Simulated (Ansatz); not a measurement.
Basis-set extrapolation for C2H9BSSi (`BC(C)[SiH2]S`) (PBE0-D4/def2-TZVP geometry, frozen core, Ansatz). Multiplicity 1, RHF reference.

```csv
,def2-TZVPP,def2-QZVPP
HF,-792.199006,-792.224330
MP2 correlation,-0.761778,-0.815186
CCSD(T) correlation,-0.865453,not run
```

Energies in hartree. Use E(X) = E(∞) + A·exp(−7.88·√X) for Hartree–Fock and E(X) = E(∞) + B·X^(−2.97) for correlation, with X = 3 and 4, and add CCSD(T) minus MP2 of the smaller set to the MP2 limit.

Task: What is the CCSD(T) energy at the basis-set limit?

Result: HF limit: -792.224330 + (-0.025324) × 0.13774 = -792.22782. MP2 limit: -0.815186 + (-0.053408) × 0.74074 = -0.85475. Higher-order term: -0.865453 − (-0.761778) = -0.10368. Total: -793.18625 hartree, 319.8 kJ/mol below CCSD(T)/def2-TZVPP.
